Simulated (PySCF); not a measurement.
Trends in electronic spectra. Method used: TDDFT B3LYP/def2-SVPD, vertical, gas phase, core orbitals frozen in the response (PySCF). Geometries: GFN2-xTB; one conformer of each isolated species. Triplets are in the Tamm–Dancoff approximation. 'Strongest' means the level of largest summed f among the lowest 8 singlets; it needn't be the same kind of state in each. Ions are computed without counter-ions or solvent.

Question: Rank by computed HOMO–LUMO gap, lowest first.
A. `CC(=O)c1cpco1`
B. `Fc1c[c+]1F`
C. `Cn1cpc(c1)CC`
D. `C#CP1(=S)CC1`
E. `o1c(cpc1C=O)C`

Answer: E (4.31 eV), A (4.92 eV), D (5.24 eV), C (5.69 eV), B (8.64 eV).

```json
{"SMILES": "Cc1cpc(C=O)o1", "gap (eV)": "4.31", "f (S1)": "0.001", "f (strongest)": "0.23", "strongest (eV)": "4.19", "LUMO (eV)": "-2.63", "first f ≥ 0.01 (nm)": "296", "S1 mainly": "H-1→L (98%)"}
{"SMILES": "CC(=O)c1cpco1", "gap (eV)": "4.92", "f (S1)": "0.000", "f (strongest)": "0.22", "strongest (eV)": "5.88", "LUMO (eV)": "-2.21", "first f ≥ 0.01 (nm)": "270", "S1 mainly": "H-1→L (95%)"}
{"SMILES": "C#CP1(=S)CC1", "gap (eV)": "5.24", "f (S1)": "0.002", "f (strongest)": "0.05", "strongest (eV)": "6.00", "LUMO (eV)": "-1.07", "first f ≥ 0.01 (nm)": "271", "S1 mainly": "H→L+1 (98%)"}
{"SMILES": "CCc1cn(C)cp1", "gap (eV)": "5.69", "f (S1)": "0.011", "f (strongest)": "0.09", "strongest (eV)": "5.43", "LUMO (eV)": "-0.26", "first f ≥ 0.01 (nm)": "233", "S1 mainly": "H-1→L (62%)"}
{"SMILES": "Fc1c[c+]1F", "gap (eV)": "8.64", "f (S1)": "0.000", "f (strongest)": "0.15", "strongest (eV)": "8.98", "LUMO (eV)": "-8.42", "first f ≥ 0.01 (nm)": "146", "S1 mainly": "H→L (98%)"}
```

H and L stand for HOMO and LUMO.

- `Cc1cpc(C=O)o1`: Löwdin shares by element: HOMO carbon 43% or more, phosphorus 18%, oxygen 13% or more (atoms not listed hold the other 26%); LUMO carbon 30% or more, phosphorus 28%, oxygen 17% or more (atoms not listed hold the other 25%).
- `CC(=O)c1cpco1`: Löwdin shares by element: HOMO carbon 48% or more, phosphorus 23%, oxygen 8% or more (atoms not listed hold the other 20%); LUMO carbon 45% or more, oxygen 19% or more (atoms not listed hold the other 36%).
- `C#CP1(=S)CC1`: Löwdin shares by element: HOMO sulfur 65%, carbon 16% or more, phosphorus 15%; LUMO (one of a set within 0.03 eV) carbon 58% or more, phosphorus 18% (atoms not listed hold the other 24%).
- `CCc1cn(C)cp1`: Löwdin shares by element: HOMO carbon 38% or more, phosphorus 35%, nitrogen 12%; LUMO carbon 36% or more, phosphorus 33%, nitrogen 16% (atoms not listed hold the other 15%).
- `Fc1c[c+]1F`: Löwdin shares by element: HOMO fluorine 42%, carbon 40% or more (atoms not listed hold the other 19%); LUMO carbon 85%, hydrogen 6%.
